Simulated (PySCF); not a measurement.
C2H5InO, SMILES C=[CH][InH][OH].

The structure is a stationary point at PBE0-D3(BJ)/def2-SVP. The structure was generated by enumeration; whether it is a known compound was not checked. The def2 effective core potentials stand for the cores of In; spin–orbit coupling is left out. One conformer was computed; it need not be the lowest.

Method: PBE/def2-TZVP in PySCF.

| Quantity | Value |
|---|---|
| total energy | -344.42299 hartree |
| point group | Cs |
| highest occupied level | -6.48 eV |
| lowest empty level | -2.31 eV |
| orbital gap | 4.17 eV |
| dipole moment | 2.42 D |
| quadrupole, principal values (traceless, Buckingham form, about the centre of nuclear charge) | -6.37, 1.51, 4.86 D·Å |
| mean static polarisability | 66.0 bohr³ (9.78 Å³) |
| polarisability, principal values | 42.8, 66.0, 89.2 bohr³ |
